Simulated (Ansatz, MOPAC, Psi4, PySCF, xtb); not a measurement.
Noncovalent pair: C2H4 (SMILES C=C) (first 6 atoms) with C2H6O (SMILES COC); geometry from B3LYP-D3(BJ)/def2-TZVP, rigid monomers moved along the line of their centres of mass till H3···O8 is 4.40 Å.
(charge 0, multiplicity 1):
```json
[
 {"atom": "C", "x (Å)": "-0.4438", "y (Å)": "0.2633", "z (Å)": "0.8613"},
 {"atom": "C", "x (Å)": "0.7143", "y (Å)": "-0.1490", "z (Å)": "0.3659"},
 {"atom": "H", "x (Å)": "-0.8217", "y (Å)": "-0.1025", "z (Å)": "1.8083"},
 {"atom": "H", "x (Å)": "-1.0555", "y (Å)": "0.9864", "z (Å)": "0.3343"},
 {"atom": "H", "x (Å)": "1.0965", "y (Å)": "0.2170", "z (Å)": "-0.5796"},
 {"atom": "H", "x (Å)": "1.3275", "y (Å)": "-0.8756", "z (Å)": "0.8856"},
 {"atom": "C", "x (Å)": "-0.6798", "y (Å)": "0.9775", "z (Å)": "6.5175"},
 {"atom": "O", "x (Å)": "-0.6564", "y (Å)": "-0.3970", "z (Å)": "6.1976"},
 {"atom": "C", "x (Å)": "0.6515", "y (Å)": "-0.9271", "z (Å)": "6.2025"},
 {"atom": "H", "x (Å)": "-0.1051", "y (Å)": "1.5657", "z (Å)": "5.7910"},
 {"atom": "H", "x (Å)": "-0.2696", "y (Å)": "1.1606", "z (Å)": "7.5191"},
 {"atom": "H", "x (Å)": "-1.7198", "y (Å)": "1.2997", "z (Å)": "6.4949"},
 {"atom": "H", "x (Å)": "1.2932", "y (Å)": "-0.4112", "z (Å)": "5.4773"},
 {"atom": "H", "x (Å)": "0.5777", "y (Å)": "-1.9790", "z (Å)": "5.9306"},
 {"atom": "H", "x (Å)": "1.1113", "y (Å)": "-0.8446", "z (Å)": "7.1959"}
]
```

```json
[
 {"level": "GFN-FF", "interaction energy (kcal/mol)": "-0.24", "cost": "-"},
 {"level": "PM6", "interaction energy (kcal/mol)": "-0.10", "cost": "-"},
 {"level": "PM7", "interaction energy (kcal/mol)": "-0.41", "cost": "-"},
 {"level": "HF/3-21G (no counterpoise)", "interaction energy (kcal/mol)": "-0.15", "cost": "-"},
 {"level": "HF/6-31G*", "interaction energy (kcal/mol)": "-0.12", "cost": "-"},
 {"level": "HF/6-31G* (no counterpoise)", "interaction energy (kcal/mol)": "-0.14", "cost": "-"},
 {"level": "PBE/def2-TZVPPD", "interaction energy (kcal/mol)": "-0.16", "cost": "×1"},
 {"level": "PBE-D3(BJ)/def2-TZVPPD", "interaction energy (kcal/mol)": "-0.34", "cost": "×1"},
 {"level": "r2SCAN/def2-TZVPPD", "interaction energy (kcal/mol)": "-0.14", "cost": "×1"},
 {"level": "r2SCAN-D3(BJ)/def2-TZVPPD", "interaction energy (kcal/mol)": "-0.29", "cost": "×1"},
 {"level": "r2SCAN-D4/def2-TZVPPD", "interaction energy (kcal/mol)": "-0.29", "cost": "×1"},
 {"level": "B3LYP/6-31G*", "interaction energy (kcal/mol)": "-0.07", "cost": "-"},
 {"level": "B3LYP/6-31G* (no counterpoise)", "interaction energy (kcal/mol)": "-0.09", "cost": "-"},
 {"level": "B3LYP-D4/def2-TZVPPD", "interaction energy (kcal/mol)": "-0.27", "cost": "×1"},
 {"level": "PBE0/def2-TZVPPD", "interaction energy (kcal/mol)": "-0.15", "cost": "×1"},
 {"level": "PBE0-D4/def2-TZVPPD", "interaction energy (kcal/mol)": "-0.33", "cost": "×1"},
 {"level": "wB97X-V/def2-TZVPPD", "interaction energy (kcal/mol)": "-0.29", "cost": "×2"},
 {"level": "MP2/6-31G* (no counterpoise)", "interaction energy (kcal/mol)": "-0.21", "cost": "-"},
 {"level": "MP2/aug-cc-pVDZ", "interaction energy (kcal/mol)": "-0.30", "cost": "×1"},
 {"level": "SAPT0/jun-cc-pV(D+d)Z", "interaction energy (kcal/mol)": "-0.28", "cost": "-"}
]
```

The rows run from -0.41 (PM7) to -0.07 kcal/mol (B3LYP/6-31G*). The dispersion term adds -0.18 in PBE-D3(BJ), -0.15 in r2SCAN-D3(BJ), -0.14 in r2SCAN-D4. The 4 functionals in def2-TZVPPD without D3 or D4 span 0.15, from wB97X-V to r2SCAN.

Monomers are frozen at their geometry in the pair; levels with a basis set take the counterpoise correction. Rows marked so take none.

Cores are frozen in the correlated methods. Rows in 3-21G, 6-31G* carry no dispersion term and start afresh at each structure (6-31G* with six Cartesian d functions). MP2/6-31G* freezes PySCF's default core. The state reached by PM6, PM7 isn't checked; PM7 holds dispersion and hydrogen-bond terms.

Run with Ansatz (Gaussian orbitals); MOPAC for PM6, PM7 (differences of heats of formation); Psi4 for SAPT; PySCF for 3-21G rows, 6-31G* rows, the dispersion terms; xtb for the GFN methods. Each number belongs to the level named beside it.

Costs are rough ratios of core time to PBE/def2-TZVPPD (about 13 s over the structures, on one shared machine); a dash marks a level with no comparable run of its own.

Ansatz is a quantum-chemistry and plane-wave program.
